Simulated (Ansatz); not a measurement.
Ansatz (a quantum-chemistry and plane-wave program) input (CCSD(T)/STO-3G):

Ansatz 0.2 input:
```yaml
crystal:
  periodic: [false, false, false]
  atoms:
    - {symbol: B, position_ang: [-0.01049030, -0.01858023, -0.00215015]}
    - {symbol: C, position_ang: [0.30878618, 1.51744915, 0.18510642]}
    - {symbol: O, position_ang: [-1.26763648, -0.54728946, -0.04670678]}
    - {symbol: C, position_ang: [-2.44406678, 0.23117027, 0.07140545]}
    - {symbol: O, position_ang: [0.97490848, -0.95548907, -0.13683678]}
    - {symbol: C, position_ang: [2.34994507, -0.62131328, -0.11874164]}
    - {symbol: H, position_ang: [0.89505680, 1.89597293, -0.65771256]}
    - {symbol: H, position_ang: [-0.57477434, 2.14722632, 0.27947724]}
    - {symbol: H, position_ang: [0.92510562, 1.67851801, 1.07479428]}
    - {symbol: H, position_ang: [-3.29328020, -0.44713334, 0.00099730]}
    - {symbol: H, position_ang: [-2.48917882, 0.74891589, 1.03319229]}
    - {symbol: H, position_ang: [-2.51976907, 0.97028895, -0.73053113]}
    - {symbol: H, position_ang: [2.91459916, -1.54402723, -0.24434916]}
    - {symbol: H, position_ang: [2.60898232, 0.06136030, -0.93282634]}
    - {symbol: H, position_ang: [2.63954722, -0.15982936, 0.82943587]}
basis:
  gaussian:
    orbitals: STO-3G
magnetization: {spin_polarized: false}
correlation: {method: ccsd_t, electrons: outside_noble_gas}
```

End of the output:

```
mean field -7881.41531715 eV, -289.6366706900 hartree, gradient 2.0e-6 eV, S^2 0.000000; 0 other end points of the search recorded, 0 dependent functions left out
6 core orbitals not correlated
reference -7881.41531715 eV, -289.6366706900 hartree; 18, 18 occupied and 15, 15 virtual orbitals, 553 factors
second order -7.40521181 eV of doubles, -0.00000000 eV of singles
coupled cluster: 0.07 GiB planned
cycle   1  -8.66565984 eV  change    -1.3e0 eV  update   1.1e-1
cycle   2  -9.29399963 eV  change   -6.3e-1 eV  update   3.5e-2
cycle   3  -9.44008341 eV  change   -1.5e-1 eV  update   1.5e-2
cycle   4  -9.44472752 eV  change   -4.6e-3 eV  update   3.6e-3
cycle   5  -9.44311574 eV  change    1.6e-3 eV  update   8.3e-4
cycle   6  -9.44261003 eV  change    5.1e-4 eV  update   2.6e-4
cycle   7  -9.44242517 eV  change    1.8e-4 eV  update   6.9e-5
cycle   8  -9.44238425 eV  change    4.1e-5 eV  update   2.4e-5
perturbative correction -0.19781598 eV, -0.0072696033 hartree
Total energy: -7891.05551738 eV, -289.9909415141 hartree
```
